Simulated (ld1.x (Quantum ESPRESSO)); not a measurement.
nickel (Ni): one change to a TM potential, before and after

ld1.x (Quantum ESPRESSO) 7.5 input, shortened:

```
&input
   title='Ni', zed=28., rel=1, dft='WC', iswitch=3,
   config='[Ar] 3d8 4s2 4p0'
 /
 &inputp
   pseudotype=2, tm=.true., lloc=-1, rcloc=0.90,
   nlcc=.true., new_core_ps=.true., rcore=0.35
 /
3
4S  1  0   2.00   0.00  2.45  2.45  0.0
3P  2  1   6.00   0.00  0.70  0.70  0.0
3D  3  2   8.00   0.00  1.50  1.50  0.0
 &test
   configts(1)='3p6 3d8 4s2 4p0'
 /
```

All-electron outer shells of the reference configuration (Wu–Cohen, scalar-relativistic, ld1.x):

```json
{"shell": "2p", "level (eV)": "-844.73", "outermost node (bohr)": "–", "outermost maximum (bohr)": "0.16"}
{"shell": "3s", "level (eV)": "-110.84", "outermost node (bohr)": "0.30", "outermost maximum (bohr)": "0.64"}
{"shell": "3p", "level (eV)": "-71.31", "outermost node (bohr)": "0.27", "outermost maximum (bohr)": "0.65"}
{"shell": "3d", "level (eV)": "-8.91", "outermost node (bohr)": "–", "outermost maximum (bohr)": "0.63"}
{"shell": "4s", "level (eV)": "-5.68", "outermost node (bohr)": "0.92", "outermost maximum (bohr)": "2.24"}
{"shell": "4p", "level (eV)": "-1.18", "outermost node (bohr)": "1.00", "outermost maximum (bohr)": "3.14"}
```

Change: wave 3p (bound): rc 0.70 bohr becomes 3p (bound): rc 1.04 bohr.

Cutoffs: the cutoffs (Ry, on a coarse ladder) from which the occupation-weighted sum of valence levels, in a spherical-Bessel basis at the reference potential, stays within 10 and 1 mRy of its value at 400 Ry; they do not see the model core or the augmentation charge, which bear on the density cutoff. Errors are all-electron minus pseudo energies relative to the spin-unpolarised reference configuration.

Task: Predict the effect on cutoff, ghosts and configuration errors.

Result: Both files keep a bound ghost (s); of the 7 tests that both files solve, the error grows in 1 and shrinks in 2 by more than 15 % and 0.3 meV (median size 26.7 → 26.6 meV).

| quantity | base | changed |
| --- | --- | --- |
| cutoff, loose | 180 Ry | 120 Ry |
| cutoff, tight | over 300 Ry | 200 Ry |
| loose cutoff by channel (10 mRy a level) | s 6 Ry, p 140 Ry, d 100 Ry | s 6 Ry, p 70 Ry, d 100 Ry |
| bound ghosts | s | s |
| error for 3p6 3d8 4s1 4p0, meV [ΔE 9.36 eV] | -3.8 | -3.8 |
| error for 3p6 3d8 4s0 4p0, meV [ΔE 26.61 eV] | -34 | -34 |
| error for 3p6 3d7 4s0 4p0, meV [ΔE 64.08 eV] | -27 | -27 |
| error for 3p6 3d8 4s0 4p1, meV [ΔE 15.11 eV] | -23 | -15 |
| error for 3p6 3d9 4s0 4p0, meV [ΔE 6.25 eV] | -48 | -48 |
| error for 3p6 3d8 4s1 4p1, meV [ΔE 4.67 eV] | -2.6 | +1.9 |
| error for 3p6 3d7 4s2 4p1, meV [ΔE 10.60 eV] | +31 | +39 |
| s: phases at 2.65 bohr within 0.05 rad from the reference energy up to (Ry; the scan ends near 5) | 2.2 | 2.2 |
| p: phases at 2.65 bohr within 0.05 rad from the reference energy up to (Ry; the scan ends near 5) | to the end of the scan | to the end of the scan |
| d: phases at 2.65 bohr within 0.05 rad from the reference energy up to (Ry; the scan ends near 5) | 1.3 | 1.3 |

 A true bound ghost makes a file unfit for plane-wave use even where its test errors are small: the radial tests pick states by their node count and pass the ghost by.
